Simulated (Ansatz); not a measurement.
`[AlH2][B]([SiH3])[SiH3]`. Charge 0, multiplicity 1. All single points use the PBE0-D4/def2-TZVP geometry.

```xyz
12

Al   -0.201    0.578    2.216
B    -0.017    0.052    0.198
Si    1.038    1.135   -1.106
Si   -0.885   -1.573   -0.573
H     0.769   -0.063    3.302
H    -1.315    1.620    2.673
H     1.581    0.362   -2.257
H     2.144    1.950   -0.531
H     0.003    2.081   -1.632
H    -2.108   -2.053    0.129
H     0.180   -2.609   -0.391
H    -1.191   -1.481   -2.028
```

Q: What is the dipole moment at B3LYP/def2-TZVPP? (An estimate is asked.)

A: The calculation gave: 0.03 D, zero by symmetry or nearly so.

Q: Give the Mulliken charges with B3LYP, PBE, r2SCAN in def2-TZVPP. (Best estimate.)

A: Ansatz gave: 
```
atom  B3LYP    PBE  r2SCAN
 Al1   0.32   0.24    0.40
  B2   0.10   0.15   -0.02
 Si3   0.12   0.05    0.16
 Si4   0.12   0.05    0.16
  H5  -0.13  -0.11   -0.15
  H6  -0.13  -0.11   -0.15
  H7  -0.06  -0.05   -0.07
  H8  -0.07  -0.05   -0.08
  H9  -0.06  -0.04   -0.06
 H10  -0.07  -0.05   -0.08
 H11  -0.06  -0.04   -0.06
 H12  -0.06  -0.05   -0.07
```

B3LYP here is the variant with VWN-RPA as its local correlation; programs differ in this.
